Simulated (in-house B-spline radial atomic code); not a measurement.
A fraction x of an electron is removed from 3d in Ni2+, starting from [Ar] 3d8 and keeping the highest spin. Computed with a radial B-spline atomic code at the basis-set limit: non-relativistic TPSS, spin-polarised, spherical fractional occupations, point nucleus.

| x | E(x) - E(0) (eV) | 3d down level (eV) |
| --- | --- | --- |
| 0 | 0.0000 | -27.187 |
| 0.03 | 0.8231 | -27.685 |
| 0.13 | 3.6752 | -29.363 |
| 0.3 | 8.9138 | -32.282 |
| 0.49 | 15.3650 | -35.642 |
| 0.5 | 15.7223 | -35.821 |
| 0.61 | 19.7719 | -37.814 |
| 0.74 | 24.8431 | -40.211 |
| 0.86 | 29.8031 | -42.462 |
| 0.97 | 34.5889 | -44.557 |
| 1 | 35.9342 | -45.133 |

The exact functional would give a straight line between the two integer points. Deviations E(x) - E(0) - x[E(1) - E(0)], in eV: -0.255 at x = 0.03, -0.996 at x = 0.13, -1.866 at x = 0.3, -2.243 at x = 0.49, -2.245 at x = 0.5, -2.148 at x = 0.61, -1.748 at x = 0.74, -1.1 at x = 0.86, -0.267 at x = 0.97.

The curve lies below the straight line by up to 2.245 eV (at x = 0.5): convex, the delocalisation error that favours fractional charges.

Problem. How well does Slater's transition state (minus the level at half occupation) give the ionisation energy?

Solution. It gives 35.821 eV against 35.934 eV from the two total energies; NIST lists 35.19 eV, ground level to ground level.
